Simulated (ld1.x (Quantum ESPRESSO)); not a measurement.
# Ho: PAW pseudisation with BLYP, scalar-relativistic reference atom.

Ho, PAW, made with ld1.x (Quantum ESPRESSO) 7.5 (BLYP, scalar-relativistic). Core [Kr] 4d10, reference 4f11 5s2 5p6 5d0 6s0 6p0 (charge +2). Waves: 5s (bound): rcut 1.65, rcutus 1.75 bohr; 6s (bound, empty): rcut 1.65, rcutus 1.75 bohr; 5p (bound): rcut 2.40, rcutus 2.65 bohr; 6p (bound, empty): rcut 2.40, rcutus 2.65 bohr; 5d (bound, empty): rcut 1.75, rcutus 2.40 bohr; 5d channel at -0.4 Ry: rcut 1.75, rcutus 2.40 bohr; 4f (bound): rcut 0.80, rcutus 0.95 bohr; 4f channel at 3.55 Ry: rcut 0.80, rcutus 0.95 bohr. Local part: all-electron potential smoothed inside 1.40 bohr (lloc = -1). Core correction: a·sin(br)/r model core inside 0.75 bohr. Augmentation charge: PSQ, inside the norm-conserving radii.

Poles of the logarithmic derivatives, all-electron (AE) and pseudo (PS). s: poles at -4.7, 1.4 (AE) and -4.7, 1.4, 3.0 (PS) Ry. p: poles at -2.8, 2.8 (AE) and -2.8, 1.6 (PS) Ry. d: poles at -0.3 (AE) and -0.3, 4.6 (PS) Ry. f: poles at -1.2, 2.6 (AE) and -1.2, 2.6 (PS) Ry. Test radius 2.90 bohr.

* Configuration tests: test run stopped at test 4 of 7 (negative rho), 1 before it not solved; not counted: 4f10 5s2 5p6 5d0 6s0 6p0 (solver errors, printed error -3859 eV)
* Lowest eigenvalue of the overlap operator: -0.42 (p channel); it is negative, so in a basis up to 400 Ry S is not positive definite and the file is unfit for use
* Density cutoff estimated by the generator: 971 Ry

The ghost test of this file was not conclusive. Its overlap operator is not positive definite in a basis up to 400 Ry (lowest eigenvalue p -0.42), so the file is unfit for use: the generalised eigenproblem breaks down once the basis is large enough, and its test numbers describe a broken file.
